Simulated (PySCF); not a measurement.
A geometry optimisation, step by step.

Compound: AlBr₂F.
SMILES with atom numbers: `[F:1][Al:2]([Br:3])[Br:4]`

Method: PySCF 2.14.0, PBE0-D3(BJ)/def2-SVP geometry optimisation, gas phase; density fitting, grid level 1; the optimiser is geomeTRIC in internal coordinates, started from a GFN2-xTB structure with every atom displaced at random (about 0.01 Å). The frame can shift and turn from step to step; on so coarse a grid that alone can change the energy by a few meV, and forces under 0.02 eV/Å are noise.

Step 0: E = -149369.1382 eV, largest atomic force 1.147 eV/Å
```
atom  x, y, z in Å  |  force x, y, z in eV/Å
F1     -0.025    1.738   -0.004   -0.045   1.146   0.003
Al2    -0.006    0.117   -0.008    0.369  -0.896  -0.002
Br3     1.975   -0.889   -0.009    0.064  -0.034   0.001
Br4    -1.905   -0.992   -0.013   -0.388  -0.216  -0.002
```

Step 1: E = -149369.1598 eV, largest atomic force 0.355 eV/Å
```
atom  x, y, z in Å  |  force x, y, z in eV/Å
F1     -0.053    1.753   -0.010   -0.002  -0.355  -0.003
Al2    -0.023    0.089   -0.020    0.034   0.351   0.007
Br3     1.960   -0.920   -0.012   -0.009   0.011   0.004
Br4    -1.951   -1.019   -0.038   -0.023  -0.007  -0.008
```

Step 2: E = -149369.1615 eV, largest atomic force 0.119 eV/Å
```
atom  x, y, z in Å  |  force x, y, z in eV/Å
F1     -0.055    1.747   -0.011   -0.003  -0.117   0.006
Al2    -0.022    0.090   -0.017    0.010   0.119  -0.007
Br3     1.961   -0.916   -0.010    0.001   0.002   0.008
Br4    -1.951   -1.019   -0.042   -0.007  -0.004  -0.007
```

Step 3: E = -149369.1615 eV, largest atomic force 0.033 eV/Å
```
atom  x, y, z in Å  |  force x, y, z in eV/Å
F1     -0.058    1.743   -0.007   -0.001   0.026  -0.009
Al2    -0.022    0.092   -0.023   -0.002  -0.024   0.022
Br3     1.963   -0.912   -0.003    0.001   0.001   0.002
Br4    -1.950   -1.020   -0.047    0.001  -0.003  -0.015
```

Step 4: E = -149369.1616 eV, largest atomic force 0.022 eV/Å
```
atom  x, y, z in Å  |  force x, y, z in eV/Å
F1     -0.059    1.744   -0.009   -0.001   0.022   0.000
Al2    -0.022    0.092   -0.019   -0.002  -0.021   0.006
Br3     1.963   -0.912   -0.002    0.001   0.002   0.007
Br4    -1.949   -1.021   -0.050    0.003  -0.003  -0.013
```

Problem. Summarise the path.

Solution. The energy falls by 0.0234 eV from step 0 to step 4; nine tenths of that is first reached at step 1. It falls at every step. The largest force goes from 1.147 to 0.022 eV/Å. Among the bonds F1–Al2 changes most, from 1.620 to 1.652 Å; the atoms move by 0.019 Å rms after alignment.

Problem. Follow the three bonds and two angles with the largest change from start to end.

Solution. 
| step | E above end (eV) | largest force (eV/Å) | F1–Al2 (Å) | Al2–Br4 (Å) | Al2–Br3 (Å) | F1–Al2–Br4 (°) | F1–Al2–Br3 (°) |
| --- | --- | --- | --- | --- | --- | --- | --- |
| 0 | 0.0234 | 1.147 | 1.620 | 2.199 | 2.222 | 119.6 | 117.6 |
| 1 | 0.0017 | 0.355 | 1.664 | 2.223 | 2.225 | 118.9 | 118.0 |
| 2 | 0.0001 | 0.119 | 1.657 | 2.225 | 2.224 | 118.8 | 118.0 |
| 3 | 0.0001 | 0.033 | 1.652 | 2.225 | 2.224 | 118.7 | 118.1 |
| 4 | 0.0000 | 0.022 | 1.652 | 2.226 | 2.224 | 118.7 | 118.1 |

What follows is the cost of the whole optimisation. Time: 20 s wall; peak memory 0.40 GiB. Hardware: an Arm Neoverse V2 with one thread, shared host.
